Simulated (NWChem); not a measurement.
Everything below was run with NWChem. System: hydrogen telluride (H$_{2}$Te), charge 0, spin multiplicity 1, at a geometry optimised with PBE0/def2-SVP with def2 effective core potentials on Te. Level: RHF/def2-TZVP with def2 effective core potentials on Te.

Output (cleaned and shortened):

```
             Northwest Computational Chemistry Package (NWChem) 7.3.0
             --------------------------------------------------------

                                NWChem Input Module
                                -------------------

 Scaling coordinates for geometry "geometry" by  1.889725989
 (inverse scale =  0.529177249)

 Turning off AUTOSYM since
 SYMMETRY directive was detected!

                             Geometry "geometry" -> ""
                             -------------------------

 Output coordinates in angstroms (scale by  1.889725989 to convert to a.u.)

  No.       Tag          Charge          X              Y              Z
 ---- ---------------- ---------- -------------- -------------- --------------
    1 Te                  52.0000     0.00000000     0.00000000    -0.04346200
    2 H                    1.0000    -1.17884100     0.00000000     1.13001800
    3 H                    1.0000     1.17884100     0.00000000     1.13001800

 Effective nuclear repulsion energy (a.u.)      33.3110211883

            Nuclear Dipole moment (a.u.)
            ----------------------------
        X                 Y               Z
 ---------------- ---------------- ----------------
     0.0000000000     0.0000000000     0.0000226767

      Symmetry information
      --------------------

 Group name             C2v
 Group number             16
 Group order               4
 No. of unique centers     2

      Symmetry unique atoms

     1    2


 Summary of "ao basis" -> "" (spherical)
 ------------------------------------------------------------------------------
       Tag                 Description            Shells   Functions and Types
 ---------------- ------------------------------  ------  ---------------------
 *                         def2-tzvp                  on all atoms

 Summary of "ao basis" -> "ao basis" (spherical)
 ------------------------------------------------------------------------------
       Tag                 Description            Shells   Functions and Types
 ---------------- ------------------------------  ------  ---------------------
 Te                        def2-tzvp                16       50   6s5p3d2f
 H                         def2-tzvp                 4        6   3s1p

                                 NWChem SCF Module
                                 -----------------

  ao basis        = "ao basis"
  functions       =    62
  atoms           =     3
  closed shells   =    13
  open shells     =     0
  charge          =   0.00
  wavefunction    = RHF
  use symmetry    = T
  symmetry adapt  = T

 Summary of "ao basis" -> "ao basis" (spherical)
 ------------------------------------------------------------------------------
       Tag                 Description            Shells   Functions and Types
 ---------------- ------------------------------  ------  ---------------------
 Te                        def2-tzvp                16       50   6s5p3d2f
 H                         def2-tzvp                 4        6   3s1p

      Symmetry analysis of basis
      --------------------------

        a1         26
        a2          6
        b1         17
        b2         13

 Forming initial guess at       0.1s

      Superposition of Atomic Density Guess
      -------------------------------------

 Sum of atomic energies:        -312.26787242

      Non-variational initial energy
      ------------------------------

 Total energy =    -268.020043
 1-e energy   =    -498.343671
 2-e energy   =     214.828453
 HOMO         =      -0.257806
 LUMO         =       0.023097

      Symmetry analysis of molecular orbitals - initial
      -------------------------------------------------

  Numbering of irreducible representations:

     1 a1          2 a2          3 b1          4 b2

  Orbital symmetries:

     1 a1          2 b1          3 a1          4 b2          5 b1
     6 a1          7 a1          8 a2          9 b2         10 a1
    11 b1         12 a1         13 b2         14 b1         15 a1
    16 b1         17 a1         18 b2         19 a1         20 a1
    21 a2         22 b2         23 b1

 Starting SCF solution at       0.7s

 ----------------------------------------------
         Quadratically convergent ROHF

 Convergence threshold     :          1.000E-07
 Maximum no. of iterations :          100
 Final Fock-matrix accuracy:          1.000E-09
 ----------------------------------------------

              iter       energy          gnorm     gmax       time
             ----- ------------------- --------- --------- --------
                 1     -268.1370178564  3.34D-01  1.64D-01      0.7
                 2     -268.1505671090  1.70D-01  5.07D-02      0.7
                 3     -268.1526047320  8.21D-03  3.13D-03      0.7
                 4     -268.1526137698  2.10D-05  7.49D-06      0.8
                 5     -268.1526137699  3.97D-09  1.79D-09      0.8

       Final RHF  results
       ------------------

         Total SCF energy =   -268.152613769907
      One-electron energy =   -498.857020655361
      Two-electron energy =    215.209232743855
 Nuclear repulsion energy =     15.495174141599

        Time for solution =      0.1s

       Symmetry analysis of molecular orbitals - final
       -----------------------------------------------

  Numbering of irreducible representations:

     1 a1          2 a2          3 b1          4 b2

  Orbital symmetries:

     1 a1          2 b1          3 a1          4 b2          5 b1
     6 a1          7 a2          8 b2          9 a1         10 a1
    11 b1         12 a1         13 b2         14 b1         15 a1
    16 b1         17 a1         18 b2         19 a1         20 a1
    21 a2         22 b2         23 b1

             Final eigenvalues
             -----------------

              1
    1   -7.1222
    2   -5.0931
    3   -5.0894
    4   -5.0831
    5   -1.9533
    6   -1.9498
    7   -1.9425
    8   -1.9385
    9   -1.9383
   10   -0.8293
   11   -0.5103
   12   -0.4440
   13   -0.3256
   14    0.0837
   15    0.1127
   16    0.2213
   17    0.2215
   18    0.2428
   19    0.3073
   20    0.3216
   21    0.3351
   22    0.3375
   23    0.4030

                       ROHF Final Molecular Orbital Analysis
                       -------------------------------------

 Vector   11  Occ=2.000000D+00  E=-5.102606D-01  Symmetry=b1
              MO Center=  2.0D-16,  4.4D-16,  6.8D-01, r^2= 2.2D+00
   Bfn.  Coefficient  Atom+Function         Bfn.  Coefficient  Atom+Function
  ----- ------------  ---------------      ----- ------------  ---------------
    16     -0.333648  1 Te px                10      0.305325  1 Te px
    13     -0.236009  1 Te px                52      0.227345  2 H  s
    58     -0.227345  3 H  s

 Vector   12  Occ=2.000000D+00  E=-4.439563D-01  Symmetry=a1
              MO Center=  1.5D-16,  4.1D-16, -8.8D-03, r^2= 2.4D+00
   Bfn.  Coefficient  Atom+Function         Bfn.  Coefficient  Atom+Function
  ----- ------------  ---------------      ----- ------------  ---------------
    18      0.395309  1 Te pz                12     -0.342580  1 Te pz
     6     -0.312806  1 Te s                  5     -0.310102  1 Te s
    15      0.270027  1 Te pz                 2     -0.250955  1 Te s
     3      0.208622  1 Te s                 52      0.172478  2 H  s
    58      0.172478  3 H  s                  4      0.161013  1 Te s

 Vector   13  Occ=2.000000D+00  E=-3.256078D-01  Symmetry=b2
              MO Center=  5.8D-14,  3.2D-17, -1.9D-02, r^2= 2.4D+00
   Bfn.  Coefficient  Atom+Function         Bfn.  Coefficient  Atom+Function
  ----- ------------  ---------------      ----- ------------  ---------------
    17      0.549397  1 Te py                11     -0.421370  1 Te py
    14      0.337458  1 Te py                20      0.298335  1 Te py

 Vector   14  Occ=0.000000D+00  E= 8.368440D-02  Symmetry=b1
              MO Center= -4.1D-15,  6.3D-18, -1.3D-01, r^2= 4.7D+00
   Bfn.  Coefficient  Atom+Function         Bfn.  Coefficient  Atom+Function
  ----- ------------  ---------------      ----- ------------  ---------------
    19      1.138434  1 Te px                53      0.923034  2 H  s
    59     -0.923034  3 H  s                 16      0.249547  1 Te px
    10     -0.218716  1 Te px                13      0.187616  1 Te px

 Vector   15  Occ=0.000000D+00  E= 1.126993D-01  Symmetry=a1
              MO Center= -2.3D-14, -2.5D-15, -1.6D-02, r^2= 6.0D+00
   Bfn.  Coefficient  Atom+Function         Bfn.  Coefficient  Atom+Function
  ----- ------------  ---------------      ----- ------------  ---------------
     6      1.415256  1 Te s                 53     -1.269746  2 H  s
    59     -1.269746  3 H  s                 21      1.209704  1 Te pz
     2      0.269082  1 Te s                  3     -0.237944  1 Te s
    18      0.203965  1 Te pz                 1     -0.160626  1 Te s
     5      0.156417  1 Te s                 12     -0.150654  1 Te pz

 Vector   16  Occ=0.000000D+00  E= 2.213300D-01  Symmetry=b1
              MO Center=  2.8D-14, -2.6D-16,  2.6D-01, r^2= 7.2D+00
   Bfn.  Coefficient  Atom+Function         Bfn.  Coefficient  Atom+Function
  ----- ------------  ---------------      ----- ------------  ---------------
    16      1.386637  1 Te px                19     -1.341243  1 Te px
    53      0.296703  2 H  s                 59     -0.296703  3 H  s
    10     -0.231185  1 Te px

 center of mass
 --------------
 x =   0.00000000 y =   0.00000000 z =  -0.04824910

 moments of inertia (a.u.)
 ------------------
           9.760618768210           0.000000000000           0.000000000000
           0.000000000000          19.763457308990           0.000000000000
           0.000000000000           0.000000000000          10.002838540780

  Mulliken analysis of the total density
  --------------------------------------

    Atom       Charge   Shell Charges
 -----------   ------   -------------------------------------------------------
    1 Te  24    24.10   0.28 -0.83  1.55  1.00  1.04  0.82 -0.51  6.47  1.10  2.27  0.79  9.08  0.92  0.11  0.02  0.00
    2 H    1     0.95   0.21  0.54  0.18  0.02
    3 H    1     0.95   0.21  0.54  0.18  0.02

       Multipole analysis of the density wrt the origin
       ------------------------------------------------

     L   x y z        total         open         nuclear
     -   - - -        -----         ----         -------
     0   0 0 0      0.000000      0.000000     26.000000

     1   1 0 0      0.000000      0.000000      0.000000
     1   0 1 0     -0.000000      0.000000      0.000000
     1   0 0 1      0.087670      0.000000      2.299698

     2   2 0 0    -19.314101      0.000000      9.925174
     2   1 1 0     -0.000000      0.000000      0.000000
     2   1 0 1     -0.000000      0.000000      0.000000
     2   0 2 0    -23.561690      0.000000      0.000000
     2   0 1 1     -0.000000      0.000000      0.000000
     2   0 0 2    -20.383553      0.000000      9.281968

 Task  times  cpu:        0.8s     wall:        0.8s

 Total times  cpu:        0.8s     wall:        0.8s
```

Task: Write an NWChem input that would produce this output.

Result: One answer among several that fit: 
```
start mol
memory heap 200 mb stack 800 mb global 1000 mb
geometry units angstroms nocenter noautoz
  Te     0.000000     0.000000    -0.043462
  H     -1.178841     0.000000     1.130018
  H      1.178841     0.000000     1.130018
  symmetry group C2v
end
basis spherical
  * library def2-tzvp
end
ecp
  Te library def2-ecp
end
scf
  rhf
  nopen 0
  maxiter 100
  thresh 1e-7
  semidirect memsize 60000000 filesize 0
end
task scf energy
```
